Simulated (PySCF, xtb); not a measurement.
Be(Me)(GeH3) (CH6BeGe), SMILES [CH3][Be][GeH3].

GFN2-xTB in xtb at its own geometry gives an orbital gap of 4.05 eV and a dipole moment of 2.99 D.

Geometry: PBE0-D3(BJ)/def2-TZVP.

**Question.** What does r2SCAN/def2-TZVPD in PySCF give? (An estimate is asked for; the answer gives what the named calculation found.)

**Answer.** gap 5.48 eV (levels -6.78 and -1.31 eV), dipole 1.27 D.
